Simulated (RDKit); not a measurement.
A run for RDKit: UFF on digermane (SMILES [GeH3][GeH3]), a point of a torsion scan.

```python
from rdkit import Chem
from rdkit.Chem import AllChem, rdDetermineBonds

blocks = [
'''8

Ge   -1.17864875    0.08785263   -0.01044693
Ge    1.18036540   -0.06285660   -0.02834998
H    -1.83144103   -0.74548762   -1.07048082
H    -1.68279365    1.48115859   -0.23179974
H    -1.78996197   -0.35763129    1.28258501
H     1.76023672   -0.08435579   -1.40951422
H     1.69764140   -1.29946476    0.64066035
H     1.85109085    1.08005224    0.67018779
''',
]
mol = None
for b in blocks:
    f = Chem.MolFromXYZBlock(b)
    rdDetermineBonds.DetermineBonds(f, charge=0)
    mol = f if mol is None else Chem.CombineMols(mol, f)
Chem.SanitizeMol(mol)
print(Chem.MolToSmiles(Chem.RemoveHs(mol)))
ff = AllChem.UFFGetMoleculeForceField(mol, vdwThresh=100.0, ignoreInterfragInteractions=False)
e = ff.CalcEnergy()
print(f'UFF energy {e:.6f} kcal/mol')
```

Output:

```
[GeH3][GeH3]
UFF energy 4.128965 kcal/mol
```

The run finished.

Cost: around 0.03 core-seconds (rough).
